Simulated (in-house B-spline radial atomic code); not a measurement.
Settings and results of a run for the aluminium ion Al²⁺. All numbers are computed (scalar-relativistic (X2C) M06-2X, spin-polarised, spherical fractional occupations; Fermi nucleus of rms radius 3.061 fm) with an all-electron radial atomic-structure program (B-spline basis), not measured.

Command:
```bash
python run_scf.py task.json out
```
Settings (nuclear radius in fm, mass in u):
```
Z                13
configuration    [Ne] 3s1
hamiltonian      x2c
method           m062x
spin_polarised   True
nucleus          fermi
rms_radius       3.061
atomic_mass      26.98154
speed_of_light   137.035999084
```

Output (hartree, bohr):
```
 radial grid: 70 intervals, B-splines of order 8, outer radius 25.5556 bohr

 iter        energy (Eh)    residual
    1        -241.885321    3.87e-02
    2        -241.890259    6.43e-03
    3        -241.890299    2.61e-03
    4        -241.890305    1.16e-03
    5        -241.890307    1.54e-04
    6        -241.890307    7.61e-05
    7        -241.890307    4.50e-06
    8        -241.890307    1.04e-06
    9        -241.890307    6.58e-07
   10        -241.890307    1.21e-06
   11        -241.890307    6.48e-07
   12        -241.890307    3.44e-07
   13        -241.890307    3.48e-07
   14        -241.890307    3.48e-07
   15        -241.890307    3.49e-07
   16        -241.890307    3.51e-07
   17        -241.890307    3.88e-07
   18        -241.890307    8.57e-07
   19        -241.890307    2.55e-07
   20        -241.890307    2.45e-07
   21        -241.890307    1.87e-06
   22        -241.890307    1.96e-06
   23        -241.890307    6.81e-07
   24        -241.890307    3.88e-07
   25        -241.890307    1.77e-07

 total energy                      -241.89031
 kinetic                             242.4504
 electron-nucleus                   -570.4547
 Hartree                             104.2671
 exact exchange                       -9.5689
 exchange-correlation                 -8.5842

 orbital      occ     eigenvalue          <r>       <r^2>       <1/r>     <1/r^3>       r_max
 1s up      1.000       -57.7684     0.119963   0.0193949     12.6856           -     0.07805
 1s down    1.000       -57.7591     0.119978   0.0194002     12.6843           -     0.07805
 2s up      1.000        -5.1777     0.621674    0.462158     2.35531           -      0.4936
 2s down    1.000        -5.1629     0.624494    0.466967     2.34594           -      0.4944
 2p up      3.000        -3.6558     0.598411    0.453329      2.2195     35.9827      0.4276
 2p down    3.000        -3.6518     0.600021    0.456021     2.21547     35.8658       0.428
 3s up      1.000        -0.9877      2.19083     5.46335    0.606892           -       1.919

 Slater integrals (Eh)
   F0(2p up,2p up)               1.540136
   F2(2p up,2p up)               0.702811
   F0(2p up,2p down)             1.538257
   F2(2p up,2p down)             0.701679
   F0(2p up,3s up)               0.538734
   G1(2p up,3s up)               0.036895
   F0(2p down,2p down)           1.536382
   F2(2p down,2p down)           0.700552
   F0(2p down,3s up)             0.538623
   F0(3s up,3s up)               0.411240
```

Cost of the run: 0.69 s on 1 thread of Arm Neoverse V1, on a shared host.

States collapsed into the nucleus by a negative tau potential were left out of the aufbau.
